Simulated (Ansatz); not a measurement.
Two isomers of C2H5FGe: A = `F[CH]1[CH2][GeH2]1`, B = `C[CH2][Ge][F]`.

Gas-phase electronic energies from Ansatz, PBE0-D4/def2-TZVP geometries. CBS: MP2 limit from def2 TZ/QZ plus the TZ coupled-cluster correction, frozen cores. Functionals use def2-TZVPP. B3LYP here is the variant with VWN-RPA as its local correlation; programs differ in this. For Ge outer-core shells are correlated without core-valence functions, which leaves a few kJ/mol of doubt a bond. Scalar relativity is left out up to krypton. One conformer a species, not always the lowest.

Which isomer does CCSD(T)/CBS put lower? Give the gap. (Best estimate.)

Computed: B, by 56.2 kcal/mol.

Give E(B) − E(A) in kcal/mol with B3LYP-D4, MP2/def2-TZVPP, PBE-D4, r2SCAN-D4, ωB97M-V, CCSD(T)/def2-SVP, B2PLYP. (Best estimate.)

The calculation gave: B3LYP-D4 -60.0, MP2/def2-TZVPP -54.0, PBE-D4 -54.2, r2SCAN-D4 -53.1, ωB97M-V -57.7, CCSD(T)/def2-SVP -55.4, B2PLYP -58.1. None reverses the order clearly.

Does the order hold for the free energy at 298.15 K (harmonic terms from PBE0-D4)? (An estimate is asked.)

Computed: Yes: G(B) − G(A) = -54.5 kcal/mol, for one conformer each. Modes under 60 cm⁻¹, often nearly free rotors, make the harmonic entropy too high.

Largest T1 diagnostic: 0.013.

At CCSD(T), def2-SVP lies +0.8 kcal/mol from the extrapolated value and def2-TZVPP +2.1 kcal/mol. In def2-TZVPP, CCSD(T) changes the Hartree–Fock value by +7.8 kcal/mol (the triples alone add +1.3 kcal/mol) and MP2 by +7.9 kcal/mol.
